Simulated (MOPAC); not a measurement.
MOPAC input (PM6):

```
PM6 FORCE THERMO(298,298) PRECISE LET CHARGE=1 GEO-OK AUX(PRECISION=9) THREADS=1
AlF2

Al   -0.00000000 1    0.00000000 1    0.00000033 1
F     0.00000000 1   -0.00000000 1   -1.55199084 1
F    -0.00000000 1    0.00000000 1    1.55199044 1
```

Problem. Which zero-point energy does it print?

Solution. 3.67 kcal/mol, from the harmonic wavenumbers of PM6.
